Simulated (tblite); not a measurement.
C₄H₁₃PSi₂.
SMILES with atom numbers: `[CH3:1][C@@H:2]1[CH2:3][C@@H:4]1[SiH2:5][PH:6][SiH3:7]` (hydrogens: H8, H9, H10 on C1; H11 on C2; H12, H13 on C3; H14 on C4; H15, H16 on Si5; H17 on P6; H18, H19, H20 on Si7)

Computed with GFN2-xTB (tblite), gas phase: L-BFGS steps from a force-field or distance-geometry start until the largest atomic force falls under 0.01 eV/Å.

Step 95: E = -575.5237 eV
```
atom  x, y, z in Å  |  force x, y, z in eV/Å
C1     -2.3617   -0.2048   -1.7337   -0.019   0.007  -0.017
C2     -2.2201   -0.7606   -0.3420   -0.001   0.013  -0.016
C3     -2.1815    0.1545    0.8338    0.016  -0.012   0.006
C4     -0.9423   -0.6131    0.4435   -0.003  -0.002  -0.012
Si5     0.5699    0.3025   -0.2077    0.001  -0.015   0.012
P6      2.3319   -0.9513    0.3517   -0.001   0.019  -0.009
Si7     3.9701    0.5487    0.2418   -0.019  -0.018  -0.034
H8     -1.9528   -0.8985   -2.4668    0.017   0.018   0.012
H9     -1.8422    0.7457   -1.8275   -0.019  -0.020   0.021
H10    -3.4142   -0.0468   -1.9668   -0.003  -0.005   0.001
H11    -2.7501   -1.6986   -0.2054    0.018   0.014  -0.014
H12    -2.7020   -0.1279    1.7374    0.005   0.012   0.004
H13    -2.1888    1.2177    0.6420   -0.008  -0.020   0.007
H14    -0.7057   -1.4608    1.0807   -0.011   0.009  -0.002
H15     0.5928    1.6636    0.3576    0.009  -0.001  -0.011
H16     0.6489    0.4320   -1.6662   -0.018  -0.010  -0.013
H17     2.1459   -0.8551    1.7122    0.005   0.003   0.034
H18     3.6671    1.7874    0.9613    0.003   0.012   0.014
H19     5.1597   -0.0753    0.8149    0.021  -0.004   0.021
H20     4.1698    0.8514   -1.1735    0.006   0.000  -0.003
```

Step 96: E = -575.5242 eV
```
atom  x, y, z in Å  |  force x, y, z in eV/Å
C1     -2.3628   -0.2024   -1.7341   -0.020   0.015  -0.018
C2     -2.2186   -0.7595   -0.3428    0.006   0.008  -0.020
C3     -2.1783    0.1534    0.8344    0.006  -0.012   0.011
C4     -0.9401   -0.6139    0.4428   -0.005  -0.008  -0.027
Si5     0.5718    0.3008   -0.2099   -0.002  -0.010   0.008
P6      2.3316   -0.9524    0.3580   -0.002   0.029  -0.006
Si7     3.9685    0.5490    0.2439   -0.026  -0.027  -0.038
H8     -1.9465   -0.8901   -2.4692    0.012   0.022   0.026
H9     -1.8528    0.7537   -1.8254   -0.015  -0.029   0.024
H10    -3.4168   -0.0534   -1.9682    0.007  -0.009   0.004
H11    -2.7479   -1.6978   -0.2062    0.014   0.014  -0.017
H12    -2.6975   -0.1317    1.7374   -0.007   0.010   0.019
H13    -2.1865    1.2170    0.6468   -0.004  -0.010  -0.003
H14    -0.7051   -1.4628    1.0794   -0.004   0.014  -0.011
H15     0.5939    1.6640    0.3516    0.009  -0.008  -0.013
H16     0.6510    0.4269   -1.6692   -0.018  -0.012  -0.004
H17     2.1408   -0.8493    1.7175    0.008   0.001   0.032
H18     3.6673    1.7902    0.9600    0.004   0.008   0.013
H19     5.1587   -0.0761    0.8136    0.028  -0.002   0.028
H20     4.1640    0.8452   -1.1732    0.009   0.007  -0.008
```

Task: Estimate the geometry and energy of step 97. (The exact step hangs on the optimiser's Hessian estimate; all steps are aligned on step 96, rigid shifts and turns removed.)

Result: E = -575.5247 eV, largest force 0.047 eV/Å
```
atom  x, y, z in Å  |  force x, y, z in eV/Å
C1     -2.3631   -0.1968   -1.7349   -0.016   0.018  -0.012
C2     -2.2170   -0.7577   -0.3451    0.006   0.000  -0.018
C3     -2.1744    0.1505    0.8356   -0.011  -0.009   0.012
C4     -0.9380   -0.6172    0.4413   -0.006  -0.012  -0.036
Si5     0.5746    0.2947   -0.2119   -0.002   0.001  -0.001
P6      2.3321   -0.9530    0.3741   -0.008   0.025  -0.002
Si7     3.9657    0.5502    0.2447   -0.021  -0.030  -0.030
H8     -1.9422   -0.8788   -2.4728    0.007   0.022   0.034
H9     -1.8588    0.7627   -1.8220   -0.008  -0.025   0.023
H10    -3.4180   -0.0525   -1.9690    0.015  -0.012   0.006
H11    -2.7470   -1.6956   -0.2105    0.006   0.004  -0.018
H12    -2.6933   -0.1385    1.7372   -0.015   0.006   0.031
H13    -2.1830    1.2146    0.6542    0.002   0.004  -0.014
H14    -0.7060   -1.4677    1.0769    0.003   0.012  -0.020
H15     0.5935    1.6622    0.3400    0.009  -0.012  -0.015
H16     0.6576    0.4119   -1.6725   -0.017  -0.016   0.010
H17     2.1357   -0.8372    1.7322    0.013   0.004   0.023
H18     3.6675    1.7934    0.9596    0.010  -0.002   0.007
H19     5.1611   -0.0744    0.8054    0.021   0.008   0.026
H20     4.1478    0.8400   -1.1756    0.011   0.011  -0.005
```

The energy changes by -0.0005 eV. The first-order estimate −F·Δx gives -0.0007 eV and the mean of the old and new forces, exact on a quadratic surface, -0.0005 eV. The step makes an angle of 83° with the force vector and moves no atom by more than 0.020 Å.

The cost below is that of the whole relaxation. Time: 7.1 s of wall time. Hardware: one thread, Intel Xeon at 2.50 GHz (x86_64), no GPU, shared host with 64 logical CPUs at a one-minute load of 63.
